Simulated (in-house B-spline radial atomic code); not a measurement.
Removing the outer electron along the 28-electron series: Cu⁺ to Se⁶⁺

All numbers come from a B-spline radial code for spherical atoms, all electrons, at the radial basis limit: mean fields, RPA and GW scalar-relativistic (one-electron X2C; non-relativistic for the lightest neutral atoms and singly charged ions), without spin-orbit coupling, Breit or QED terms, open shells spin-polarised at highest spin; Brueckner, CI + MBPT and self-energy runs four-component with Breit and QED terms. References are NIST's ionisation energies. They run between lowest fine-structure levels, which the runs without spin-orbit coupling average over.

Columns: (a) minus the highest PBE level; (b) G0W0 on PBE; (c) minus the highest r2SCAN level; (d) minus the highest LC-wPBE level; (e) minus the highest Hartree-Fock level. Each gives computed minus reference, in eV; a star marks a semi-empirical reference. Species are left out where the tabulated value is theory, is uncertain by more than 0.12 eV, or (13 ions, such as In⁴⁺, Te⁴⁺ and Bi⁴⁺) lies off its series for all methods alike, which flatters the means a little.

```tsv
species	configuration	reference (eV)	(a)	(b)	(c)	(d)	(e)
Cu⁺	[Ar] 3d10	20.29	-6.63	-0.41	-6.66	-1.70	+1.55
Zn²⁺	[Ar] 3d10	39.72	-8.87	+0.01	-8.68	-3.53	+1.68
Ga³⁺	[Ar] 3d10	63.24 ± 0.009	-10.76	+0.21	-10.37	-5.20	+1.80
Ge⁴⁺	[Ar] 3d10	90.50 ± 0.02	-12.47	+0.32	-11.89	-6.79	+1.90
As⁵⁺	[Ar] 3d10	121.19 ± 0.06	-13.98	+0.47	-13.21	-8.21	+2.07
Se⁶⁺	[Ar] 3d10	155.33 ± 0.01	-15.46	+0.54	-14.52	-9.64	+2.17
```

Task: How do the methods rank over these species?

Result: Mean absolute differences: G0W0 on PBE 0.33 eV; minus the highest Hartree-Fock level 1.86 eV; minus the highest LC-wPBE level 5.85 eV; minus the highest r2SCAN level 10.89 eV; minus the highest PBE level 11.36 eV. One-signed throughout: minus the highest PBE level (too low), minus the highest r2SCAN level (too low), minus the highest LC-wPBE level (too low), minus the highest Hartree-Fock level (too high). Levels of semilocal functionals lie too high since their potentials lack the −1/r tail; exact exchange restores part of it.
